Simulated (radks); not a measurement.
Values are calculated unless marked as measured or tabulated.
Problem. Ho+, 66 electrons, occupied as [Xe] 4f11 6s1 (the NIST ground configuration). Level of theory: non-relativistic Kohn-Sham, PBE, spin-polarised, spherical densities, point nucleus; open shells are filled with parallel spins first (spin-orbit coupling, left out, can overturn this in heavy ions); relativity is left out, which matters for an element this heavy (a radial shooting solver on a logarithmic mesh with Libxc functionals). Some entries of the table are withheld. Estimate them.

| orbital | occ. | eigenvalue (eV) | <1/r> (bohr^-1) | <r> (bohr) |
|---|---|---|---|---|
| 1s up | 1 | -51806.70 | 66.46 | 0.02263 |
| 1s down | 1 | -51806.69 | 66.46 | 0.02263 |
| 2s up | 1 | -8331.199 | 15.49 | 0.09610 |
| 2s down | 1 | -8331.144 | 15.49 | 0.09610 |
| 2p up | 3 | -7946.000 | 15.52 | 0.08143 |
| 2p down | 3 | -7945.967 | 15.52 | 0.08143 |
| 3s up | 1 | -1852.782 | 5.881 | 0.2468 |
| 3s down | 1 | -1851.242 | 5.884 | 0.2467 |
| 3p up | 3 | -1679.051 | 5.824 | 0.2366 |
| 3p down | 3 | -1677.652 | 5.827 | 0.2365 |
| 3d up | 5 | -1355.325 | 5.731 | 0.2091 |
| 3d down | 5 | -1354.324 | 5.734 | 0.2090 |
| 4s up | 1 | -361.7233 | 2.511 | 0.5558 |
| 4s down | 1 | -359.0558 | 2.510 | 0.5560 |
| 4p up | 3 | -292.4592 | 2.416 | 0.5677 |
| 4p down | 3 | -289.8018 | 2.415 | 0.5679 |
| 4d up | 5 | -168.2057 | 2.208 | 0.5980 |
| 4d down | 5 | -165.5675 | 2.206 | 0.5986 |
| 5s up | 1 | -49.6601 | 0.9495 | 1.377 |
| 5s down | 1 | -48.5310 | 0.9418 | 1.386 |
| 5p up | 3 | (1) | 0.8300 | 1.563 |
| 5p down | 3 | (2) | 0.8228 | 1.573 |
| 4f up | 7 | -14.4411 | 1.664 | 0.7964 |
| 4f down | 4 | -12.0732 | 1.643 | 0.8152 |
| 6s up | 1 | -8.6699 | 0.3198 | 3.896 |
| 6s down | 0 | -7.6302 | 0.3282 | 3.809 |

Solution. 
(1) 5p up eigenvalue (eV): -31.4929
(2) 5p down eigenvalue (eV): -30.5653
